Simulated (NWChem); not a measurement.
# C$_{2}$H$_{3}$ClOSi; SMILES Cl[Si@H]1C=CO1

```xyz
8

Cl     0.0064     1.8812    -0.2697
Si    -0.0702     0.0017     0.5763
C     -1.1235    -1.3063    -0.1626
C      0.0595    -1.8827    -0.4609
O      1.1247    -1.0691    -0.0661
H      0.0537     0.1841     2.0373
H     -2.1249    -1.6732    -0.3261
H      0.3319    -2.8288    -0.9249
```
Atoms are numbered in this order, from 1.

Results from NWChem. Coordinates come from a B3LYP/6-31G* (spherical d) optimisation. Level M06-L/def2-SVP: energy and gradient on several grids; changes count from the extra-fine grid, which is no exact limit either.

```csv
grid,size of the energy change (μHa),largest change of a gradient component (μHa/bohr),"time, medium = 1 (rough)"
xcoarse,10000,6000,about 1
coarse,600,2000,about 1
medium,< 10,400,about 1
fine,< 10,100,2
xfine,< 10,< 30,3
```
